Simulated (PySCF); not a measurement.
Variants of one PySCF input: FSSc

Base input, run as `OMP_NUM_THREADS=1 python input.py` with PySCF 2.14:

```python
from pyscf import gto, scf, mp

mol = gto.M(
    atom='Sc 0.0447 0.4915 0.3472; S -0.0353 -0.3873 -1.6168; F -0.0464 -0.5092 1.9013',
    basis='sbkjc',
    ecp={'Sc': 'sbkjc', 'S': 'sbkjc', 'F': 'sbkjc'},
    charge=0,
    spin=0,
    symmetry=True,
    verbose=4,
)
mf = scf.RHF(mol)
mf = mf.density_fit(auxbasis='def2-universal-jkfit')
mf.kernel()
mp.MP2(mf).kernel()
mf.dip_moment()
print('orbital energies (hartree):', mf.mo_energy[..., max(0, mol.nelec[1]-3):mol.nelec[0]+3].round(4))
```

Base result: E(SCF) = -79.947401 Eh, 13 cycles, E(MP2) − E(SCF) = -0.40295 Eh, μ(SCF) = 8.35 D. 

Run time: 1.4 s on 1 thread of Arm Neoverse N1 (shared host), peak memory 0.12 GiB.

Each row names what differs from the base; energies in brackets are changes from the base.

| change | result | wall time (s) |
| --- | --- | --- |
| geometry: coordinates × 1 → coordinates × 1.03 | E(SCF) = -79.949200 Eh (-0.0490 eV), 13 cycles, E(MP2) − E(SCF) = -0.40504 Eh, μ(SCF) = 8.56 D | 1.4 |
| convergence threshold: default → 1e-13 | E(SCF) = -79.947401 Eh (+0.0000 eV), 23 cycles, E(MP2) − E(SCF) = -0.40295 Eh, μ(SCF) = 8.35 D | 1.6 |
| functional: none (Hartree–Fock) → olyp; SCF type: RHF → RKS; step after the SCF: mp2 → analyze | E(SCF) = -81.026219 Eh, 15 cycles, μ(SCF) = 6.48 D | 5.8 |
| geometry: coordinates × 1 → coordinates × 1.12 | E(SCF) = -79.923443 Eh (+0.6519 eV), 13 cycles, E(MP2) − E(SCF) = -0.41326 Eh, μ(SCF) = 9.15 D | 1.4 |
| frozen orbitals: 0 → 23 [unsound on purpose] | stops with AssertionError after the SCF | 1.4 |
| frozen orbitals: 0 → 46 [unsound on purpose] | stops with AssertionError after the SCF | 1.3 |
| step after the SCF: mp2 → tdhf; number of roots: default → 5 | E(SCF) = -79.947401 Eh (+0.0000 eV), 13 cycles, μ(SCF) = 8.35 D, first singlet excitations without spin–orbit coupling 2.87, 2.89, 3.57, 4.00, 4.01 eV | 16 |
| spin (2S): 0 → 1 [unsound on purpose] [runs as restricted open-shell] | stops with RuntimeError (Electron number 24 and spin 1 are not consistent) | 0.83 |
| charge: 0 → 1; spin (2S): 0 → 1; SCF type: RHF → UHF [another spin of the ion may lie lower] | E(SCF) = -79.661170 Eh (+7.7887 eV), E(MP2) − E(SCF) = -0.37163 Eh, ⟨S²⟩ = 0.761 | 1.8 |
| length unit: angstrom → bohr [unsound on purpose] | E(SCF) = -76.321889 Eh (+98.6552 eV), 14 cycles, E(MP2) − E(SCF) = -0.36968 Eh, μ(SCF) = 3.77 D | 1.4 |
| basis set: sbkjc → cc-pvdz; core potential: on → off | E(SCF) = -1256.862758 Eh, 13 cycles, E(MP2) − E(SCF) = -0.57693 Eh, μ(SCF) = 8.03 D | 2 |

Problem. Order these changes by how far they move the SCF energy from the base, largest first: (1) convergence threshold: default → 1e-13; (2) geometry: coordinates × 1 → coordinates × 1.03; (3) geometry: coordinates × 1 → coordinates × 1.12.

Solution. (3) +0.6519 eV, (2) -0.0490 eV, (1) +0.0000 eV.
